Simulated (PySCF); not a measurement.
Method: TPSSh-D3(BJ)/def2-TZVP // CAM-B3LYP-D3(BJ)/def2-TZVP (PySCF). Isolated molecules, 0 K electronic values unless said otherwise. One relaxed conformer stands for a flexible species; it need not be the lowest. Excitations are Tamm–Dancoff values on a coarser integration grid. The basis has no diffuse functions, so Rydberg states are missing or too high.

Reference species (SMILES): `[SiH3]C/C=C\Cl` (Si–C–C–C torsion 96°) (neutral, multiplicity 1).

| Item | Result |
|---|---|
| S1–T1 gap (TDA) | 2.20 eV |
| T1 excitation (TDA) | 4.15 eV |
| S1 oscillator strength | 0.033 |
| HOMO–LUMO gap | 5.91 eV |

Changed species: `C/C(Cl)=C/[SiH3]`.

Problem. Give the shifts of the S1–T1 gap (TDA), T1 excitation (TDA), S1 oscillator strength and HOMO–LUMO gap.

Solution. the S1–T1 gap (TDA) rises by 0.16 eV, to 2.36 eV; the T1 excitation (TDA) decreases by 0.13 eV, to 4.02 eV; the S1 oscillator strength increases by 0.287, to 0.320; the HOMO–LUMO gap falls by 0.16 eV, to 5.75 eV.
